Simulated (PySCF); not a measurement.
**Structure from 2D NMR**

Compound of formula C₅H₇FSi. Correlations simulated from computed shifts and the bond graph:

HSQC (one-bond C–H):
| δH | δC |
| --- | --- |
| 5.35 | 99.0 |
| 3.48 | 36.6 |
| 1.99 | 79.1 |
| 1.85 | 11.8 |
| 1.29 | 11.8 |

COSY cross peaks (H two or three bonds apart, from the bond graph; peaks can be absent where the dihedral angle is near 90°):
| δH | δH |
| --- | --- |
| 5.35 | 4.76 |
| 5.35 | 4.70 |
| 5.35 | 3.48 |
| 4.76 | 4.70 |
| 4.76 | 1.85 |
| 4.76 | 1.29 |
| 4.70 | 1.85 |
| 4.70 | 1.29 |
| 3.48 | 1.85 |
| 3.48 | 1.29 |
| 1.85 | 1.29 |

HMBC (two and three bonds, from the bond graph):
| δH | δC |
| --- | --- |
| 5.35 | 92.8, 36.6, 11.8 |
| 4.76 | 99.0, 36.6, 11.8 |
| 4.70 | 99.0, 36.6, 11.8 |
| 3.48 | 99.0, 92.8, 79.1, 11.8 |
| 1.99 | 92.8, 36.6 |
| 1.85 | 99.0, 92.8, 36.6 |
| 1.29 | 99.0, 92.8, 36.6 |

Carbons without hydrogens: δ 92.8.

Method: shieldings: GIAO PBE0/pcSseg-1, geometry from GFN2-xTB, in PySCF (non-relativistic Hamiltonian, a single conformation, no solvent model).

Shifts are taken against calculated references (same method and geometry level): 1H (σ = 31.72 ppm) and 13C (σ = 186.93 ppm) vs TMS.

Exchangeable hydrogens are left out of these lists.

Which molecule is this?

Answers

`InChI=1S/C5H7FSi/c1-2-4-3-7-5(4)6/h1,4-5H,3,7H2/t4-,5-/m1/s1`.

Structure with atom numbers: `[CH:1]#[C:2][C@@H:3]1[CH2:4][SiH2:5][C@H:6]1[F:7]`; H(Xn) means a hydrogen on atom n. Ha(C4), Ha(Si5) are cis to C2 on the ring; Hb(C4), Hb(Si5) are trans to C2 on the ring.

1. δC 99.0 is C6, an sp3 CH bonded to F and Si (δH 5.35).
2. δC 92.8 is C2, an alkyne carbon.
3. δC 79.1 is C1, a terminal alkyne carbon (δH 1.99).
4. δC 36.6 is C3, a propargylic sp3 CH (δH 3.48).
5. δC 11.8 is C4, an sp3 CH2 bonded to Si (δH 1.29, 1.85).
6. HMBC from δH 5.35 reaches the proton-free carbon C2.
7. HMBC from δH 3.48 reaches the proton-free carbon C2.
8. HMBC from δH 1.99 reaches the proton-free carbon C2.
9. HMBC from δH 1.85 reaches the proton-free carbon C2.
10. COSY links 5.35–4.76, 5.35–4.70, 5.35–3.48, 4.76–4.70, 4.76–1.85, 4.76–1.29.

The data come from this structure; uniqueness wasn't tested.

Shifts are as computed. Against solution values, carbons near 30 ppm lie about +3 ppm off and those near 130 ppm about +5 ppm. Of 1211 compounds with measured shifts, 218 miss one by over three times the rms of a fit or turn the order of signals round; such compounds aren't used in these exercises.
